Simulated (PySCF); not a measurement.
In(H)(vinyl)(OMe) (C₃H₇InO), SMILES C=[CH][InH][O]C.

Geometry optimised at B3LYP-D3(BJ)/def2-SVP. The structure was generated by enumeration; whether it is a known compound was not checked. The def2 effective core potentials stand for the cores of In; spin–orbit coupling is left out. One conformer was computed; it need not be the lowest.

Method: TDA-PBE/def2-SVPD (PySCF 2.14.0).

Vertical excitations. Gas-phase values at a fixed geometry.

```tsv
state	energy (eV)	λ (nm)	f	main pairs
S1	3.51	353	0.001	HOMO−1→LUMO 100 %
S2	3.77	329	0.033	HOMO→LUMO 91 %
S3	4.64	267	0.007	HOMO→LUMO+1 98 %
S4	4.81	258	0.000	HOMO−2→LUMO 96 %
S5	4.93	252	0.034	HOMO−1→LUMO+1 58 %, HOMO→LUMO+2 36 %
S6	5.12	242	0.000	HOMO−1→LUMO+2 97 %
S7	5.21	238	0.062	HOMO→LUMO+2 51 %, HOMO−1→LUMO+1 30 %
S8	5.47	227	0.066	HOMO−3→LUMO 67 %, HOMO−3→LUMO+2 17 %
S9	5.72	217	0.000	HOMO→LUMO+3 94 %
S10	5.81	213	0.000	HOMO→LUMO+4 94 %
T1	3.21	386	0	HOMO→LUMO 99 %
T2	3.36	369	0	HOMO−1→LUMO 100 %
T3	4.10	302	0	HOMO−3→LUMO 87 %
T4	4.37	284	0	HOMO→LUMO+1 94 %
```
Triplets are in the Tamm–Dancoff approximation.
